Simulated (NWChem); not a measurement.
System: C3HBFNO; SMILES C#CB(F)OC#N

Here is an NWChem input.

```
start job
memory heap 200 mb stack 900 mb global 1100 mb
geometry units angstroms noautoz
  C      1.957261    -1.580625     0.000000
  C      0.815462    -1.173416     0.000000
  B     -0.598428    -0.641045     0.000000
  F     -1.663286    -1.416859     0.000000
  O     -0.894514     0.722533     0.000000
  C      0.006235     1.657475     0.000000
  N      0.757196     2.546141     0.000000
  H      2.963918    -1.938558     0.000000
end
basis spherical
  * library def2-tzvp
end
dft
  xc b3lyp
  iterations 150
  semidirect filesize 400000000
  mulliken
end
task dft energy
```

Output (shortened):

```
             Northwest Computational Chemistry Package (NWChem) 7.3.0
             --------------------------------------------------------

 CS  symmetry detected

                             Geometry "geometry" -> ""
                             -------------------------

 Output coordinates in angstroms (scale by  1.889725989 to convert to a.u.)

  No.       Tag          Charge          X              Y              Z
 ---- ---------------- ---------- -------------- -------------- --------------
    1 C                    6.0000     2.14617609    -1.29644639     0.00000000
    2 C                    6.0000     0.96138802    -1.03992864     0.00000000
    3 B                    5.0000    -0.50936327    -0.69439362     0.00000000
    4 F                    9.0000    -1.46524641    -1.60108946     0.00000000
    5 O                    8.0000    -0.97887334     0.61959731     0.00000000
    6 C                    6.0000    -0.20625514     1.66292201     0.00000000
    7 N                    7.0000     0.42379602     2.64103510     0.00000000
    8 H                    1.0000     3.19059481    -1.52153280     0.00000000

 Effective nuclear repulsion energy (a.u.)     227.4454617127

      Symmetry information
      --------------------

 Group name             Cs
 Group number              2
 Group order               2
 No. of unique centers     8

                                 NWChem DFT Module
                                 -----------------

 Summary of "ao basis" -> "ao basis" (spherical)
 ------------------------------------------------------------------------------
       Tag                 Description            Shells   Functions and Types
 ---------------- ------------------------------  ------  ---------------------
 C                         def2-tzvp                11       31   5s3p2d1f
 B                         def2-tzvp                11       31   5s3p2d1f
 F                         def2-tzvp                11       31   5s3p2d1f
 O                         def2-tzvp                11       31   5s3p2d1f
 N                         def2-tzvp                11       31   5s3p2d1f
 H                         def2-tzvp                 4        6   3s1p

      Symmetry analysis of basis
      --------------------------

        a'        152
        a"         71

            General Information
            -------------------
          SCF calculation type: DFT
          Wavefunction type:  closed shell.
          No. of atoms     :     8
          No. of electrons :    48
           Alpha electrons :    24
            Beta electrons :    24
          Charge           :     0
          Spin multiplicity:     1
          Use of symmetry is: on ; symmetry adaption is: on
          Maximum number of iterations: 150
          AO basis - number of functions:   223
                     number of shells:    81
          Convergence on energy requested:  1.00D-06
          Convergence on density requested:  1.00D-05
          Convergence on gradient requested:  5.00D-04

              XC Information
              --------------
                         B3LYP Method XC Potential
                     Hartree-Fock (Exact) Exchange  0.200
                        Slater Exchange Functional  0.800 local
                    Becke 1988 Exchange Functional  0.720 non-local
              Lee-Yang-Parr Correlation Functional  0.810
                  VWN I RPA Correlation Functional  0.190 local

             Grid Information
             ----------------
          Grid used for XC integration:  medium
          Radial quadrature: Mura-Knowles
          Angular quadrature: Lebedev.
          Tag              B.-S. Rad. Rad. Pts. Rad. Cut. Ang. Pts.
          ---              ---------- --------- --------- ---------
          C                   0.70       49          12.0       434
          B                   0.85       49          11.0       434
          F                   0.50       49          12.0       434
          O                   0.60       49          12.0       434
          N                   0.65       49          13.0       434
          H                   0.35       45          12.0       434
          Grid pruning is: on
          Number of quadrature shells:   388
          Spatial weights used:  Erf1

      Superposition of Atomic Density Guess
      -------------------------------------

 Sum of atomic energies:        -366.56244408

      Non-variational initial energy
      ------------------------------

 Total energy =    -369.427850
 1-e energy   =    -951.444184
 2-e energy   =     354.570873
 HOMO         =      -0.369462
 LUMO         =      -0.026766

      Symmetry analysis of molecular orbitals - initial
      -------------------------------------------------

  Numbering of irreducible representations:

     1 a'          2 a"

  Orbital symmetries:

     1 a'          2 a'          3 a'          4 a'          5 a'
     6 a'          7 a'          8 a'          9 a'         10 a'
    11 a'         12 a'         13 a'         14 a'         15 a"
    16 a'         17 a'         18 a"         19 a'         20 a'
    21 a'         22 a"         23 a"         24 a'         25 a"
    26 a'         27 a'         28 a'         29 a"         30 a'
    31 a'         32 a"         33 a'         34 a'

------------------------------------------------------------
EAF file 0: "./job.aoints.0" size=530055168 bytes
------------------------------------------------------------
               write      read    awrite     aread      wait
               -----      ----    ------     -----      ----
     calls:     1011         0         0         0         0
   data(b): 5.30e+08  0.00e+00  0.00e+00  0.00e+00
   time(s): 0.00e+00  0.00e+00  0.00e+00  0.00e+00  0.00e+00
rate(mb/s): 0.00e+00  0.00e+00
------------------------------------------------------------

     ---------------------------------------------
      Total Density - Mulliken Population Analysis
     ---------------------------------------------

    Atom       Charge   Shell Charges
 -----------   ------   -------------------------------------------------------
    1 C    6     6.01   0.86  1.12  0.61  0.42  0.08  1.15  1.33  0.40  0.01  0.02  0.01
    2 C    6     6.38   0.86  1.12  0.61  0.47  0.19  1.24  1.45  0.38  0.01  0.04  0.01
    3 B    5     4.12   0.91  1.07  0.48  0.32  0.04  0.65  0.36  0.06  0.09  0.10  0.04
    4 F    9     9.41   0.77  1.20  0.61  0.99  0.33  2.36  2.32  0.83  0.00  0.01  0.00
    5 O    8     8.38   0.79  1.18  0.58  0.92  0.25  1.90  2.07  0.67  0.00  0.02  0.00
    6 C    6     5.14   0.86  1.12  0.57  0.34  0.04  0.94  0.91  0.22  0.04  0.08  0.03
    7 N    7     7.82   0.82  1.15  0.63  0.93  0.27  1.53  1.68  0.76  0.01  0.03  0.00
    8 H    1     0.75   0.22  0.42  0.09  0.02

   convergence    iter        energy       DeltaE   RMS-Dens  Diis-err
 ---------------- ----- ----------------- --------- --------- ---------
 d= 0,ls=0.0,diis     1   -369.5591916608 -5.97D+02  8.24D-03  1.86D+00
 d= 0,ls=0.0,diis     2   -369.1037649222  4.55D-01  4.89D-03  6.10D+00
 d= 0,ls=0.0,diis     3   -369.7135515639 -6.10D-01  1.44D-03  3.95D-01
 d= 0,ls=0.0,diis     4   -369.7434000868 -2.98D-02  6.20D-04  1.14D-01
 d= 0,ls=0.0,diis     5   -369.7528989635 -9.50D-03  2.70D-04  1.08D-02
  Resetting Diis
 d= 0,ls=0.0,diis     6   -369.7538727485 -9.74D-04  8.83D-05  2.87D-03
 d= 0,ls=0.0,diis     7   -369.7542132050 -3.40D-04  3.60D-05  6.04D-05
 d= 0,ls=0.0,diis     8   -369.7542045725  8.63D-06  2.27D-05  1.53D-04
 d= 0,ls=0.0,diis     9   -369.7542180646 -1.35D-05  6.34D-06  9.90D-06
 d= 0,ls=0.0,diis    10   -369.7542190614 -9.97D-07  1.38D-06  4.95D-07

         Total DFT energy =     -369.754219061411
      One electron energy =     -954.861641104770
           Coulomb energy =      404.292931199750
    Exchange-Corr. energy =      -46.630970869053
 Nuclear repulsion energy =      227.445461712662

 Numeric. integr. density =       48.000000466353

                  Occupations of the irreducible representations
                  ----------------------------------------------

                     irrep           alpha         beta
                     --------     --------     --------
                     a'               20.0         20.0
                     a"                4.0          4.0

                       DFT Final Molecular Orbital Analysis
                       ------------------------------------

 Vector   22  Occ=2.000000D+00  E=-3.422561D-01  Symmetry=a'
              MO Center=  7.6D-03,  2.0D+00,  1.3D-15, r^2= 1.8D+00
   Bfn.  Coefficient  Atom+Function         Bfn.  Coefficient  Atom+Function
  ----- ------------  ---------------      ----- ------------  ---------------
   192      0.272438  7 N  px               161      0.227297  6 C  px
   195      0.212827  7 N  px               130     -0.188226  5 O  px
   164      0.185771  6 C  px               193     -0.178469  7 N  py
   133     -0.155394  5 O  px               196     -0.144042  7 N  py
   162     -0.131681  6 C  py               198      0.130187  7 N  px

 Vector   23  Occ=2.000000D+00  E=-3.339521D-01  Symmetry=a'
              MO Center=  1.5D+00, -1.1D+00, -7.9D-16, r^2= 1.7D+00
   Bfn.  Coefficient  Atom+Function         Bfn.  Coefficient  Atom+Function
  ----- ------------  ---------------      ----- ------------  ---------------
     7      0.303606  1 C  py                38      0.293892  2 C  py
    41      0.246702  2 C  py                10      0.242084  1 C  py
    13      0.142784  1 C  py                44      0.103382  2 C  py
    37      0.072036  2 C  px                99      0.066850  4 F  px
     6      0.062422  1 C  px               102      0.051682  4 F  px

 Vector   24  Occ=2.000000D+00  E=-3.308218D-01  Symmetry=a"
              MO Center=  3.6D-01,  1.2D+00,  5.0D-16, r^2= 3.9D+00
   Bfn.  Coefficient  Atom+Function         Bfn.  Coefficient  Atom+Function
  ----- ------------  ---------------      ----- ------------  ---------------
   194      0.285429  7 N  pz               197      0.226500  7 N  pz
   132     -0.217931  5 O  pz               163      0.204234  6 C  pz
   135     -0.185790  5 O  pz               166      0.170719  6 C  pz
     8      0.157817  1 C  pz                39      0.151435  2 C  pz
   200      0.141683  7 N  pz               138     -0.138973  5 O  pz

 Vector   25  Occ=0.000000D+00  E=-8.886455D-02  Symmetry=a"
              MO Center=  6.1D-01, -8.6D-01,  3.3D-15, r^2= 3.5D+00
   Bfn.  Coefficient  Atom+Function         Bfn.  Coefficient  Atom+Function
  ----- ------------  ---------------      ----- ------------  ---------------
    14      0.394066  1 C  pz                73     -0.330357  3 B  pz
    70     -0.319925  3 B  pz                45     -0.278839  2 C  pz
     8      0.264032  1 C  pz                11      0.216589  1 C  pz
    76     -0.143637  3 B  pz               101      0.143825  4 F  pz
   107      0.136264  4 F  pz                39     -0.126964  2 C  pz

 Vector   26  Occ=0.000000D+00  E=-2.743197D-02  Symmetry=a'
              MO Center=  1.3D+00, -9.2D-01, -3.6D-16, r^2= 3.5D+00
   Bfn.  Coefficient  Atom+Function         Bfn.  Coefficient  Atom+Function
  ----- ------------  ---------------      ----- ------------  ---------------
    13      0.558289  1 C  py                44     -0.534708  2 C  py
   191      0.366653  7 N  s                  5     -0.330313  1 C  s
    36      0.299928  2 C  s                160     -0.292970  6 C  s
     7      0.286280  1 C  py                38     -0.247959  2 C  py
    12      0.240787  1 C  px                10      0.215484  1 C  py

 Vector   27  Occ=0.000000D+00  E= 1.435374D-03  Symmetry=a'
              MO Center= -4.0D-01,  4.7D-02,  9.7D-15, r^2= 6.5D+00
   Bfn.  Coefficient  Atom+Function         Bfn.  Coefficient  Atom+Function
  ----- ------------  ---------------      ----- ------------  ---------------
    67      2.636470  3 B  s                 43      1.549685  2 C  px
     5     -1.464308  1 C  s                191     -1.275870  7 N  s
   160      0.769374  6 C  s                168      0.753444  6 C  py
    12      0.678808  1 C  px                 4     -0.626935  1 C  s
    44     -0.557415  2 C  py                71      0.549460  3 B  px

------------------------------------------------------------
EAF file 0: "./job.aoints.0" size=745537536 bytes
------------------------------------------------------------
               write      read    awrite     aread      wait
               -----      ----    ------     -----      ----
     calls:     1422         9         0     12789     12789
   data(b): 7.46e+08  4.72e+06  0.00e+00  6.71e+09
   time(s): 0.00e+00  0.00e+00  0.00e+00  0.00e+00  0.00e+00
rate(mb/s): 0.00e+00  0.00e+00
------------------------------------------------------------

     ---------------------------------------------
      Total Density - Mulliken Population Analysis
     ---------------------------------------------

    Atom       Charge   Shell Charges
 -----------   ------   -------------------------------------------------------
    1 C    6     6.11   0.86  1.12  0.59  0.44  0.08  1.28  1.24  0.47  0.01  0.02  0.01
    2 C    6     6.08   0.86  1.11  0.58  0.32  0.15  1.32  1.36  0.33  0.01  0.03  0.01
    3 B    5     4.63   0.91  1.06  0.51  0.26  0.01  1.00  0.47  0.07  0.12  0.17  0.05
    4 F    9     9.20   0.77  1.20  0.62  0.95  0.39  2.30  2.09  0.87  0.00  0.01  0.00
    5 O    8     8.21   0.79  1.18  0.59  0.90  0.32  1.94  1.89  0.58  0.00  0.03  0.00
    6 C    6     5.92   0.86  1.11  0.57  0.43  0.02  1.32  1.14  0.30  0.04  0.10  0.02
    7 N    7     7.07   0.82  1.15  0.63  0.80  0.27  1.44  1.27  0.63  0.01  0.03  0.00
    8 H    1     0.79   0.26  0.45  0.05  0.02

     -------------------------------------------
      Total Density - Lowdin Population Analysis
     -------------------------------------------

    Atom       Charge   Shell Charges
 -----------   ------   -------------------------------------------------------
    1 C    6     5.98   0.91  1.03  0.39  0.38  0.19  1.10  1.23  0.59  0.01  0.12  0.04
    2 C    6     6.00   0.91  1.03  0.35  0.35  0.19  1.12  1.24  0.57  0.01  0.18  0.04
    3 B    5     5.75   0.95  0.99  0.31  0.23  0.11  0.85  0.75  0.25  0.23  0.75  0.33
    4 F    9     8.62   0.86  1.10  0.57  0.65  0.34  2.14  2.04  0.90  0.00  0.02  0.00
    5 O    8     7.53   0.87  1.08  0.48  0.48  0.25  1.76  1.76  0.75  0.00  0.09  0.01
    6 C    6     6.30   0.91  1.03  0.37  0.31  0.15  1.14  1.18  0.52  0.05  0.55  0.09
    7 N    7     6.96   0.89  1.06  0.49  0.54  0.33  1.28  1.47  0.77  0.01  0.10  0.02
    8 H    1     0.86   0.25  0.38  0.17  0.07

     Multipole analysis of the density
     ---------------------------------

     L   x y z        total         alpha         beta         nuclear
     -   - - -        -----         -----         ----         -------
     0   0 0 0     -0.000000    -24.000000    -24.000000     48.000000

     1   1 0 0      0.401432      0.200716      0.200716      0.000000
     1   0 1 0     -1.210282     -0.605141     -0.605141     -0.000000
     1   0 0 1     -0.000000     -0.000000     -0.000000      0.000000

     2   2 0 0    -24.061632   -142.659846   -142.659846    261.258060
     2   1 1 0     -5.300135      4.028544      4.028544    -13.357223
     2   1 0 1      0.000000      0.000000      0.000000      0.000000
     2   0 2 0    -36.321188   -219.674396   -219.674396    403.027604
     2   0 1 1      0.000000      0.000000      0.000000      0.000000
     2   0 0 2    -27.562325    -13.781163    -13.781163      0.000000
```

Level: B3LYP/def2-TZVP. Structure relaxed at the B3LYP/6-31G* (spherical d) level. B3LYP is NWChem's, with the RPA form of VWN correlation.
